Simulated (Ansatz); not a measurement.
The cluster Mo₃N₃, relaxed as a doublet with UKS PBE0-D4/def2-SVP in Ansatz, starting from the GFN2-xTB geometry. Force threshold 0.02 eV/Å.

In the def2 sets Mo takes a core potential; there is no spin–orbit coupling. The charge 0 doublet is spin-contaminated (final ⟨S²⟩ up to 3.63, 0.75 for a pure state). The relaxation made no stability test and no search for a lower SCF solution. Another isomer (doublet) lies 0.48 eV lower at PBE-D4/def2-TZVP.

Start:

Cartesian coordinates in Å:
```
Mo 1.234 0.244 -0.826
Mo -1.289 -0.367 -0.685
Mo -0.033 0.467 1.435
N 0.023 -0.544 -1.955
N -1.660 -0.313 1.111
N 1.726 0.512 0.921
```

```
step  energy (eV)  largest force component (eV/Å)  SCF passes
   1  -10024.7865                           2.138          79
   2  -10025.4420                           1.394         193
   3  -10025.6421                           1.334         119
   4  -10025.7933                           0.876          58
   5  -10025.8386                           0.205          48
   6  -10025.8439                           0.104          52
   7  -10025.8457                           0.077          49
   8  -10025.8465                           0.037          51
   9  -10025.8471                           0.027          51
  10  -10025.8474                           0.018          49
```

Force components are those of the run's own axes.

End:

```
atom   x (Å)   y (Å)   z (Å)
 Mo1   1.158   0.373  -0.824
 Mo2  -1.484  -0.297  -0.871
 Mo3   0.047   0.502   1.617
  N4   0.014  -0.712  -1.817
  N5  -1.489  -0.339   0.948
  N6   1.753   0.474   0.946
```

By distances, no bond broke or formed. The bond that changes most is Mo3–N5, from 1.83 to 1.87 Å (atoms count from 1).

No frequencies were taken in this run, so the end may be a saddle point.

Hardware: 4 threads of Arm Neoverse V1 on a shared host. Wall time 77 s.
